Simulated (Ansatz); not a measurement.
`O=[C](O)[GaH2]` + NH₃ → `[NH2][GaH2]` + `O=CO` at 600 K and 1 bar (ligand exchange at a Ga–C bond).

Computed with Ansatz on PBE0-D4/def2-TZVP structures; ΔE is electronic, products minus reactants. CBS: MP2 limit from def2 TZ/QZ plus the TZ coupled-cluster correction, frozen cores. This one scheme is used for every species. For Ga outer-core shells are correlated without core-valence functions, which leaves a few kJ/mol of doubt a bond. Scalar relativity is left out up to krypton. Each species was taken in one conformer, which may not be the lowest.

| species | CCSD(T)/CBS energy (Eh) | H − E (kJ/mol) | S (J/(mol·K)) |
| --- | --- | --- | --- |
| `O=[C](O)[GaH2]` | -2114.12453 | 144.1 | 390.3 |
| NH₃ | -56.50880 | 112.4 | 219.5 |
| `[NH2][GaH2]` | -1981.05479 | 138.9 | 317.7 |
| `O=CO` | -189.60296 | 117.0 | 286.2 |

H − E and S are ideal-gas, rigid-rotor, harmonic terms from PBE0-D4/def2-TZVP, for one conformer and one mirror image of each species. 1 Eh = 2625.50 kJ/mol, R = 8.31446 J/(mol·K).

Q: By hand: ΔE, ΔH, ΔS and ΔG.

A: ΔE = (-1981.05479) + (-189.60296) − (-2114.12453) − (-56.50880) = -0.02442 Eh = -64.1 kJ/mol. Δ(H − E) = 138.9 + 117.0 − 144.1 − 112.4 = -0.6, so ΔH = -64.7 kJ/mol. ΔS = 317.7 + 286.2 − 390.3 − 219.5 = -5.9 J/(mol·K). ΔG = -64.7 − 600 × (-5.9)/1000 = -61.2 kJ/mol.

Q: By hand: the equilibrium constant, and the temperature at which ΔG would vanish if ΔH and ΔS stayed fixed.

A: log₁₀ K = −ΔG/(RT ln 10) = 5.3. ΔG = 0 at ΔH/ΔS = 10966 K, far beyond where these terms or the molecules hold.

The number of gas molecules stays the same, so ΔS is small and ΔH decides. A doubt of 5 kJ/mol in ΔE shifts log₁₀ K by 0.4 here. Other conformers and mirror images would add mixing entropy, several J/(mol·K) or more a flexible species. These are equilibria of isolated gas molecules and say nothing of rates. Largest T1 diagnostic: 0.017 (customary marks: 0.02 for closed shells, 0.045 for open ones).
